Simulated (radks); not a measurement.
The mean radii <r> (bohr) of the occupied orbitals of an atom or ion are listed with their occupations. Method: Dirac Kohn-Sham, PBE, spin-unpolarised, spherical densities, finite nucleus; Fermi nuclear charge, rms radius of each element as measured or else 0.836 A^(1/3) + 0.57 fm; computed with a radial shooting solver on a logarithmic mesh with Libxc functionals.

orbital  occ.      <r>
1s1/2       2  0.02232
2s1/2       2  0.09459
2p1/2       2  0.07907
2p3/2       4  0.08580
3s1/2       2   0.2491
3p1/2       2   0.2388
3p3/2       4   0.2517
3d3/2       4   0.2235
3d5/2       6   0.2275
4s1/2       2   0.5662
4p1/2       2   0.5794
4p3/2       4   0.6087
4d3/2       4   0.6484
4d5/2       6   0.6589
5s1/2       1    1.363
5p1/2       2    1.520
5p3/2       4    1.606
4f5/2       3   0.9122
4f7/2       4   0.9250
6s1/2       1    3.376

Name the element and its charge. Open shells, if any, are shared by 2j + 1.

Answer. Z = 63, europium, charge +2: Eu2+ in [Kr] 4d10 4f7 5s1 5p6 6s1. The 1s radius gives Z: for a bare nucleus <r> = (2 gamma + 1)/(2Z) with gamma = sqrt(1 - (Z/c)^2), 0.02203 bohr for Z = 63, and screening makes it slightly larger (0.02232 here). The occupations add up to 61, and the charge is Z minus that.
